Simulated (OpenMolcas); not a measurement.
**Levels of Ni2+ by method**

- Program: OpenMolcas 26.06
- Basis: ANO-L-VTZP [6s5p3d2f1g]
- Scalar Hamiltonian: non-relativistic, point nucleus
- Active space: 8 electrons in 6 orbitals (3d 4s)
- State averaging: 2S+1 = 3 even, 55 roots; 2S+1 = 5 even, 10 roots kept (CI in the orbitals of an earlier block); 2S+1 = 1 even, 50 roots kept (CI in the orbitals of an earlier block)
- Spin-orbit coupling: RASSI with atomic mean-field integrals over the reference wave functions, term energies averaged over their components

Methods on the same reference wave functions:
A. CASSCF
B. SS-CASPT2, IPEA 0.25 Eh, imaginary shift 0.1 Eh (closed shells correlated: 3s 3p)
C. MS-CASPT2, IPEA 0.25 Eh, imaginary shift 0.1 Eh (closed shells correlated: 3s 3p)

Energies in cm⁻¹ above 3d⁸ ³F₄, the measured ground level; measured values from Corliss and Sugar, J. Phys. Chem. Ref. Data 10, 197 (1981).

| Level | A | B | C | Measured |
| --- | --- | --- | --- | --- |
| 3d⁸ ³F₄ | 0.0 | 0.0 | 0.0 | 0.0 |
| 3d⁸ ³F₃ | 1489 | 1493 | 1493 | 1361 |
| 3d⁸ ³F₂ | 2509 | 2480 | 2480 | 2270 |
| 3d⁸ ¹D₂ | 18082 | 13340 | 13340 | 14032 |
| 3d⁸ ³P₂ | 21867 | 16950 | 16950 | 16662 |
| 3d⁸ ³P₁ | 22275 | 17340 | 17340 | 16978 |
| 3d⁸ ³P₀ | 22570 | 17610 | 17610 | 17231 |
| 3d⁸ ¹G₄ | 28041 | 23100 | 23100 | 23109 |
| 3d⁷ 4s ⁵F₅ | 34545 | 55380 | 55380 | 53704 |
| 3d⁷ 4s ⁵F₄ | 35474 | 56300 | 56300 | 54658 |
| 3d⁷ 4s ⁵F₃ | 36208 | 57040 | 57040 | 55406 |
| 3d⁷ 4s ⁵F₂ | 36747 | 57580 | 57580 | 55952 |
| 3d⁷ 4s ⁵F₁ | 37101 | 57930 | 57930 | 56308 |
| 3d⁷ 4s ³F₄(1) | 43678 | 62650 | 62650 |  |
| 3d⁷ 4s ³F₃(1) | 44930 | 63900 | 63900 |  |
| 3d⁷ 4s ³F₂(1) | 45804 | 64770 | 64770 |  |
| 3d⁷ 4s ⁵P₃ | 56114 | 73310 | 73310 | 71067 |
| 3d⁷ 4s ⁵P₂ | 56478 | 73600 | 73600 | 71384 |
| 3d⁷ 4s ⁵P₁ | 56937 | 74090 | 74090 | 71842 |
| 3d⁷ 4s ³G₅ | 58354 | 76700 | 76700 | 75124 |
| 3d⁷ 4s ³G₄ | 58876 | 77200 | 77200 | 75647 |
| 3d⁷ 4s ³G₃ | 59443 | 77780 | 77780 | 76237 |
| 3d⁷ 4s ¹G₄ | 63243 | 80750 | 80750 | 79250 |
| 3d⁷ 4s ³H₆ | 65456 | 83930 | 83930 | 81687 |

Deviations, from unrounded energies. A percentage is the sum of absolute deviations over the sum of measured energies, with the sign that they share, or ± where signs differ.

| Against measurement | Levels | A | B | C |
| --- | --- | --- | --- | --- |
| mean absolute deviation (cm-1) | 20 | 12000 | 1300 | 1300 |
| fine structure of the ground term (%) | 2 | +10.1 | +9.4 | +9.4 |
| other terms of the ground configuration (%) | 5 | +28.2 | ±2.0 | ±2.0 |
| other configurations (%) | 13 | -25.4 | +2.7 | +2.7 |

B, C lie about equally close to measurement and A furthest from it. The largest miss of B in the table is 3d⁷ 4s ⁵P₁, by +2200 cm-1. The ranking rests on the paired levels alone, and a cruder setting can come out closer through cancelling errors.

Between B and C no level of the table moves by more than 5 cm-1.

The two smallest mean deviations differ by little beside CASPT2's spread within terms, so their order carries little weight.

From A to B the spin-free energies of the other terms of 3d⁸ shown, above ³F, scale by factors of 0.72 to 0.82, as is usual when dynamic correlation screens the repulsion within a d or f shell.

The lowest spin-free term lies below A's lowest term by 0.627 hartree in B, 0.627 hartree in C.

CASPT2 does not keep the components of a term degenerate, so their means are used; among the terms shown or strongly mixed into the levels shown the widest spread is 2100 cm-1 (3d⁸ ³F, C). Some levels mix across a computed gap that differs much from the measured one, so their mixing is not that of the real levels. Terms from blocks run as CI alone lack orbitals of their own. A single d shell beside an s shell can misplace configurations of different d count against each other. Without dynamic correlation excited terms often stand tens of per cent too high (terms of higher spin than the ground term too low), and those without a measured partner can miss by more than the paired ones (holds for A). Computed and measured levels are paired by configuration, term and J; levels that our copy of the source lacks, or whose pairing is in doubt (as where it misses far off the trend of its configuration), stay unpaired and out of the deviations. Levels of configurations outside the active space are missing. The table leaves out levels that lie high or whose names do not pair safely across all columns.

A number in round brackets counts repeated terms of one configuration in the order of the reference energies.
